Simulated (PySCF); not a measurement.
A PySCF script (with the pyscf-properties extension) for the NMR shieldings of SMILES CN[Si@@H]1N[Si@@H](S)C[C@@H]1C#N, C₄H₁₁N₃SSi₂, on a GFN2-xTB geometry:

```python
import basis_set_exchange as bse
import numpy as np
from pyscf import gto, dft
from pyscf.prop import nmr

atoms = """
C     3.330654    0.409045   -0.493607
N     2.034405    0.762281    0.031285
Si    0.796707   -0.355067    0.387124
N    -0.170935   -1.005725   -0.903956
Si   -1.865414   -0.692853   -0.842866
S    -2.903671   -2.530244   -1.266333
C    -1.944582   -0.139260    0.969110
C    -0.626222    0.585873    1.265866
C    -0.669721    1.911395    0.744508
N    -0.694366    2.964933    0.292832
H     3.555226   -0.615452   -0.208724
H     3.368193    0.480781   -1.584771
H     4.096975    1.064624   -0.076652
H     1.794459    1.724969   -0.153555
H     1.359970   -1.428415    1.205477
H     0.229888   -1.551074   -1.647090
H    -2.310336    0.312592   -1.806203
H    -4.115842   -2.038409   -1.071640
H    -2.022675   -1.005788    1.629152
H    -2.797234    0.506583    1.187308
H    -0.454397    0.656153    2.342262
"""
names = dict.fromkeys(["C", "N", "Si", "S", "H"], "pcSseg-1")
basis = {el: gto.basis.parse(bse.get_basis(n, elements=[el], fmt="nwchem")) for el, n in names.items()}
mol = gto.M(atom=atoms, basis=basis, charge=0, verbose=0)
mf = dft.RKS(mol, xc="PBE0")
mf.grids.level = 2
mf.grids.alignment = dft.numint.BLKSIZE   # the property module wants whole blocks of grid points
mf.conv_tol = 1e-9
mf.kernel()

calc = nmr.RKS(mf)   # GIAO
C = mf.mo_coeff
Co = C[:, mf.mo_occ > 0]
resp = mf.gen_response(singlet=True, hermi=2)
def vind(x):   # induced exchange potential for any number of trial vectors
    d = np.einsum("pi,xij,qj->xpq", C, 2 * x.reshape(-1, C.shape[1], Co.shape[1]), Co, optimize=True)
    return np.einsum("xpq,pi,qj->xij", resp(d - d.transpose(0, 2, 1)), C, Co, optimize=True).ravel()
mo1, _ = nmr.rhf.solve_mo1(calc, with_cphf=vind)
sigma = calc.kernel(mo1)
for i, s in enumerate(sigma):   # ppm
    w = np.linalg.eigvalsh((s + s.T) / 2)
    print("%2d %-2s iso %8.1f  s11 %8.1f  s22 %8.1f  s33 %8.1f" % (i, mol.atom_pure_symbol(i), w.mean(), *w))
```

Problem. What does it print?

Solution. 
```
 0 C  iso    156.0  s11    131.7  s22    148.8  s33    187.5
 1 N  iso    228.4  s11    198.7  s22    224.8  s33    261.8
 2 Si iso    373.4  s11    327.0  s22    384.9  s33    408.1
 3 N  iso    219.3  s11    194.5  s22    226.9  s33    236.7
 4 Si iso    345.7  s11    301.4  s22    353.4  s33    382.2
 5 S  iso    726.7  s11    628.6  s22    691.6  s33    859.9
 6 C  iso    165.4  s11    154.9  s22    162.1  s33    179.3
 7 C  iso    177.2  s11    170.6  s22    174.4  s33    186.4
 8 C  iso     59.5  s11    -63.3  s22    -51.2  s33    293.1
 9 N  iso    -28.2  s11   -197.5  s22   -175.9  s33    289.0
10 H  iso     29.0  s11     24.8  s22     27.3  s33     35.0
11 H  iso     28.6  s11     22.9  s22     26.9  s33     36.1
12 H  iso     28.6  s11     22.8  s22     26.4  s33     36.7
13 H  iso     30.1  s11     20.1  s22     31.3  s33     38.9
14 H  iso     26.6  s11     22.3  s22     25.1  s33     32.5
15 H  iso     30.6  s11     22.3  s22     29.0  s33     40.6
16 H  iso     25.8  s11     21.3  s22     25.2  s33     30.9
17 H  iso     31.8  s11     23.7  s22     27.9  s33     43.7
18 H  iso     30.8  s11     26.0  s22     28.7  s33     37.6
19 H  iso     30.3  s11     25.2  s22     29.3  s33     36.5
20 H  iso     29.6  s11     24.5  s22     27.5  s33     36.8
```

These numbers come from an equivalent density-fitted implementation of the same equations, which agrees with the script to about 0.01 ppm for H and up to a few tenths of a ppm for heavy atoms, so last digits may differ.

Problem. Turn these shieldings into chemical shifts. Shifts are taken against calculated references (same method and geometry level): TMS for ¹³C (σref 186.93) and ²⁹Si (σref 349.16) and ¹H (σref 31.72); ¹⁵N (σref 267.73) vs NH3; CS2 for ³³S (σref 503.73).

Solution. Averaging equivalent atoms: C 8: 127.4; C 0: 30.9; C 6: 21.5; C 7: 9.8; N 9: 295.9; N 3: 48.4; N 1: 39.3; Si 4: 3.5; Si 2: -24.2; S 5: -223; H 16: 5.93; H 14: 5.07; H 10/11/12: 2.94; H 20: 2.09; H 13: 1.65; H 19: 1.41; H 15: 1.10; H 18: 0.91; H 17: -0.05 ppm. Experimental scales use liquid or dissolved standards, which lie at an offset from isolated NH3 (liquid NH3: subtract about 20 ppm). Unscaled 15N shifts of sp2 nitrogen come out 20 to 40 ppm too high even then.

Size and cost of the density-fitted run: 246 basis functions, 2.2 min wall time on 1 thread of an Arm Neoverse N1, shared host; peak memory 1.1 GiB.
